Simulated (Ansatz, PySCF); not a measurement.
PbCl, SMILES [Pb+][Cl] (connectivity only; charge and spin as stated), charge +1, multiplicity 1. Atoms are numbered in the order given.

```xyz
2

Pb     0.0000     0.0000    -0.4070
Cl     0.0000     0.0000     1.9659
```
Charge +1, spin multiplicity 1.

Coordinates come from a B3LYP-D3(BJ)/def2-TZVP optimisation. The spin state was assumed, not searched. The def2 effective core potentials stand for the cores of Pb; spin–orbit coupling is left out.

Two levels are set side by side: PBE-D3(BJ)/def2-TZVP (Ansatz, a quantum-chemistry and plane-wave program) and B3LYP-D3(BJ)/def2-TZVP (Ansatz). Each level has its own optimised geometry; the coordinates shown are those of the second. Frequencies come from the Hessian of PySCF at each geometry. Differences are taken from unrounded values.

| quantity | B3LYP-D3(BJ) | PBE-D3(BJ) | PBE-D3(BJ) minus B3LYP-D3(BJ) |
|---|---|---|---|
| bond Pb1–Cl2 (Å) | 2.373 | 2.373 | 0.001 |
| highest harmonic wavenumber (cm⁻¹) | 373 | 369 | -4 |
| mean harmonic wavenumber (cm⁻¹) | 373 | 369 | -4 |
| zero-point energy (kcal/mol) | 0.53 | 0.53 | -0.01 |

Here PBE gives about what the other level gives.
